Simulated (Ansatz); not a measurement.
Molecule: C3H9BS, net charge 0, singlet state. 
Structure (B3LYP-D3(BJ)/def2-TZVP (Ansatz, a first-principles code) minimum search):
SMILES: CB(SC)C
```xyz
14

C      1.8124     0.6402    -0.8746
S      0.9797    -0.2174     0.5017
B     -0.7730    -0.1361     0.1361
C     -1.7281    -0.8125     1.1835
C     -1.3237     0.5703    -1.1564
H      1.4941     1.6789    -0.9317
H      2.8818     0.6054    -0.6772
H      1.6081     0.1423    -1.8201
H     -2.4438    -0.0732     1.5602
H     -1.2299    -1.2701     2.0390
H     -2.3319    -1.5812     0.6883
H     -1.0259     1.6232    -1.1924
H     -2.4121     0.5295    -1.2255
H     -0.9140     0.1156    -2.0640
```
Charge 0, spin multiplicity 1.

Atomisation energy built up term by term with Ansatz (kcal/mol; UHF references for open shells; valence terms freeze the core; atomic spin-orbit terms are left out). CBS(X,Y): correlation extrapolated as X^-3; Hartree-Fock from the larger set.

```csv
term,basis,kcal/mol
Hartree-Fock,cc-pV(Q+d)Z,979.30
CCSD correlation,"CBS(cc-pV(T+d)Z,cc-pV(Q+d)Z)",280.97
(T),"CBS(cc-pV(T+d)Z,cc-pV(Q+d)Z)",17.24
core correlation,cc-pwCVTZ,5.18
scalar relativity (X2C),cc-pVTZ-DK against cc-pVTZ,-1.02
sum: De,,1281.7
```

(T) makes 1.3 % of the CCSD(T) atomisation energy; under 5 % is typical of single-reference molecules.
